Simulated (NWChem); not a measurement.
# CH₃BeFO; SMILES C[O][Be][F]

```xyz
7

Be    -0.0028    -0.8414     0.0013
F      0.0001    -2.2414     0.0006
O     -0.0069     0.5514     0.0007
C      0.0065     1.9331    -0.0015
H     -0.7139     2.3464     0.7406
H      1.0156     2.3298     0.2535
H     -0.2712     2.3391    -1.0009
```
Atoms are numbered in this order, from 1.

All runs use the structure optimised with PBE-D3(BJ)/def2-SVP.

Question: List the 4 lowest vertical singlet excitations from PBE/6-31+G* (spherical d), full TDDFT (NWChem).

Answer: 
```tsv
state	energy (eV)	oscillator strength	leading excitation (squared amplitude)
S1	6.01	0.007	HOMO → LUMO (1.00)
S2	6.01	0.007	HOMO−1 → LUMO (1.00)
S3	6.90	0.022	HOMO → LUMO+1 (0.99)
S4	6.90	0.022	HOMO−1 → LUMO+1 (0.99)
```
